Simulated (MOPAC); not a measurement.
Input for MOPAC: PM6 on ClH2NSi (SMILES N[Si]Cl), a point of a torsion scan.

```
PM6 1SCF PRECISE CHARGE=0 THREADS=1
ClH2NSi

N     -0.65398476 1    -0.00165951 1    -0.11504203 1
Si     0.88672467 1    -0.61573251 1     0.37144170 1
Cl     0.47389344 1    -1.56755311 1     2.20941051 1
H     -0.91760187 1     0.93003616 1     0.17364223 1
H     -1.45851888 1    -0.60833744 1     0.01322060 1
```

It printed:

```
*******************************************************************************
 **                                                                           **
 **                              MOPAC v23.2.5                                **
 **                                                                           **
 *******************************************************************************
 ** MOPAC's Digital Object Identifier: https://doi.org/10.5281/zenodo.6511958 **
 **                                                                           **
 ** Please cite the open-source release paper for use of this MOPAC version:  **
 ** J. E. Moussa and J. J. P. Stewart (2026)                                  **
 ** MOPAC: An open-source semiempirical molecular orbital program             **
 ** J. Open Source Softw., 11(119), 8025, https://doi.org/10.21105/joss.08025 **
 *******************************************************************************

                              PM6 CALCULATION RESULTS

 *******************************************************************************
 *  PM6        - The PM6 Hamiltonian to be used
 *
 *
 *
 *                 CHARGE ON SYSTEM = 0
 *
 *
 *
 *  PRECISE    - TIGHTER CRITERIA TO BE USED
 *  1SCF       - DO 1 SCF AND THEN STOP
 *  THREADS=1  - MULTI-THREADING NOT USED
 *  T=         - A TIME OF 172800.0 SECONDS REQUESTED
 *  DUMP=N     - RESTART FILE WRITTEN EVERY 7200.0 SECONDS REQUESTED
 *******************************************************************************
PM6 1SCF PRECISE CHARGE=0 THREADS=1
 ClH2NSi

   ATOM   CHEMICAL          X               Y               Z
  NUMBER   SYMBOL      (ANGSTROMS)     (ANGSTROMS)     (ANGSTROMS)

     1       N         -0.65398476  *  -0.00165951  *  -0.11504203  *
     2      Si          0.88672467  *  -0.61573251  *   0.37144170  *
     3      Cl          0.47389344  *  -1.56755311  *   2.20941051  *
     4       H         -0.91760187  *   0.93003616  *   0.17364223  *
     5       H         -1.45851888  *  -0.60833744  *   0.01322060  *



          CARTESIAN COORDINATES

    NO.       ATOM           X           Y           Z

     1         N         -0.6540     -0.0017     -0.1150
     2        Si          0.8867     -0.6157      0.3714
     3        Cl          0.4739     -1.5676      2.2094
     4         H         -0.9176      0.9300      0.1736
     5         H         -1.4585     -0.6083      0.0132

 General Reference for PM6:
 "Optimization of Parameters for Semiempirical Methods V: Modification of NDDO Approximations
 and Application to 70 Elements", J. J. P. Stewart, J. Mol. Mod., 13, 1173-1213 (2007)
 URL: https://link.springer.com/article/10.1007/s00894-007-0233-4

           Empirical Formula: H2 N Si Cl  =     5 atoms



      MOLECULAR POINT GROUP   :   C1


      RHF CALCULATION, NO. OF DOUBLY OCCUPIED LEVELS = 9


 -------------------------------------------------------------------------------
 PM6 1SCF PRECISE CHARGE=0 THREADS=1
 ClH2NSi



     1SCF WAS SPECIFIED, SO BFGS WAS NOT USED
     SCF FIELD WAS ACHIEVED


                              PM6 CALCULATION
                                                       MOPAC v23.2.5 Linux




          FINAL HEAT OF FORMATION =          2.04044 KCAL/MOL =       8.53718 KJ/MOL


          COSMO AREA              =        106.32 SQUARE ANGSTROMS
          COSMO VOLUME            =         94.81 CUBIC ANGSTROMS

          IONIZATION POTENTIAL    =          8.238622 EV
          HOMO LUMO ENERGIES (EV) =         -8.239 -1.127
          NO. OF FILLED LEVELS    =          9
          MOLECULAR WEIGHT        =         79.5610         POINT GROUP:  C1

          MOLECULAR DIMENSIONS (Angstroms)

            Atom       Atom       Distance
            H     4   Cl     3     3.50978
            H     5   Si     2     2.07905
            H     5    H     4     0.96480


          SCF CALCULATIONS        =          1





   ATOM   CHEMICAL          X               Y               Z
  NUMBER   SYMBOL      (ANGSTROMS)     (ANGSTROMS)     (ANGSTROMS)

     1       N         -0.65398476  *  -0.00165951  *  -0.11504203  *
     2      Si          0.88672467  *  -0.61573251  *   0.37144170  *
     3      Cl          0.47389344  *  -1.56755311  *   2.20941051  *
     4       H         -0.91760187  *   0.93003616  *   0.17364223  *
     5       H         -1.45851888  *  -0.60833744  *   0.01322060  *

                             CARTESIAN COORDINATES

   1    N       -0.653984760    -0.001659510    -0.115042030
   2   Si        0.886724670    -0.615732510     0.371441700
   3   Cl        0.473893440    -1.567553110     2.209410510
   4    H       -0.917601870     0.930036160     0.173642230
   5    H       -1.458518880    -0.608337440     0.013220600


           Empirical Formula: H2 N Si Cl  =     5 atoms



      MOLECULAR POINT GROUP   :   C1


                  EIGENVALUES
 -30.73459 -26.00192 -16.92720 -16.55166 -13.74345 -11.63920 -11.44233 -10.20613
  -8.23862  -1.12743  -0.46026  -0.35045   1.55489   1.70400   2.06373   2.38484
   3.57086   5.84578   6.61677  90.91494  90.97791  91.03338  91.27995  91.28304


              NET ATOMIC CHARGES AND DIPOLE CONTRIBUTIONS

  ATOM NO.   TYPE          CHARGE      No. of ELECS.   s-Pop       p-Pop       d-Pop
    1          N          -0.603071        5.6031     1.53207     4.07100
    2         Si           0.429567        3.5704     1.84646     1.18065     0.54332
    3         Cl          -0.296348        7.2963     1.99468     5.29977     0.00190
    4          H           0.235939        0.7641     0.76406
    5          H           0.233914        0.7661     0.76609
 DIPOLE           X         Y         Z       TOTAL
 POINT-CHG.     0.371     1.336    -1.834     2.299
 HYBRID        -1.230    -0.104     0.888     1.520
 SUM           -0.859     1.232    -0.946     1.775


          ATOMIC ORBITAL ELECTRON POPULATIONS

     Atom    s        px        py        pz      x^2-y^2     xz        z^2       yz        xy
    1  N   1.53207   1.26402   1.17686   1.63012
    2 Si   1.84646   0.52815   0.21969   0.43281   0.08592   0.10615   0.12558   0.12716   0.09851
    3 Cl   1.99468   1.88117   1.80310   1.61549   0.00007   0.00039   0.00059   0.00072   0.00013
    4  H   0.76406
    5  H   0.76609

 **********************
 *                    *
 * JOB ENDED NORMALLY *
 *                    *
 **********************




 == MOPAC DONE ==
```

The run finished.

Cost: roughly 0.020 core-seconds.
